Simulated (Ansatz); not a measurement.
C3H10Si3, SMILES C=C1[SiH2][SiH2][C@H]1[SiH3].

Coordinates come from a B3LYP-D3(BJ)/def2-SVP optimisation. The structure was generated by enumeration; whether it is a known compound was not checked.

Two levels are set side by side: PBE/def2-SVPD (Ansatz, a first-principles code) and PBE0/def2-SVPD (Ansatz). Energy differences of separate SCF runs at the same geometry; the states with an electron removed or added have multiplicity 2 and 2. Differences are taken from unrounded values.

```json
[
 {"quantity": "vertical ionisation energy (eV)", "PBE": "8.76"},
 {"quantity": "vertical singlet–triplet gap (eV)", "PBE": "3.72"}
]
```

These are the PBE values. What does PBE0 give? (Estimate from the structure and the level; the computed values follow.)


| quantity | PBE0 | PBE minus PBE0 |
|---|---|---|
| vertical ionisation energy (eV) | 8.91 | -0.15 |
| vertical singlet–triplet gap (eV) | 3.67 | 0.05 |

On these quantities the two levels nearly agree.
